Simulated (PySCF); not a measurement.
C2H3O2, SMILES CC([O])=O, multiplicity 2. Geometry optimised at PBE-D3(BJ)/def2-SVP. The isomer is the one that the SMILES or the coordinates give; other isomers of the formula were not compared.

**Question.** Give the equilibrium geometry at PBE-D3(BJ)/def2-SVP (PySCF confirms it by a frequency run) as bond lengths and angles, and its point group. (Estimate from the structure and the level; the computed values follow.)

**Answer.** point group Cs.
Atoms: C1 C2 O3 O4 H5 H6 H7. Bond lengths (Å): C1–C2 1.646, C1–H5 1.104, C1–H6 1.101, C1–H7 1.104, C2–O3 1.241, C2–O4 1.232. Bond angles (°): C2–C1–H5 105.0, C2–C1–H6 109.8, C2–C1–H7 105.0, H5–C1–H6 112.7, H5–C1–H7 111.1, H6–C1–H7 112.7, C1–C2–O3 108.5, C1–C2–O4 110.9, O3–C2–O4 140.6.
Charge 0, spin multiplicity 2.
